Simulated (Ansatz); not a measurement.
Harmonic frequencies (cm⁻¹) at PBE0-D4/def2-TZVP from Ansatz: 30, 43, 68, 91, 106, 164, 216, 332, 370, 415, 463, 516, 542, 624, 656, 692, 761, 790, 835, 876, 931, 942, 1215, 1433, 1441, 1897, 2166, 2206, 2215, 2222, 3033, 3105, 3138.

Each molecule was computed in one conformer, which needn't be the lowest.

Problem. Which molecule is it?
A. `[CH3][AlH][SiH](F)[SiH3]`
B. `C1CO[SiH2]N1`
C. `[InH2][CH2]N1[SiH2][SiH2]1`
D. `BOB[SiH2][AlH2]`

Solution. A.
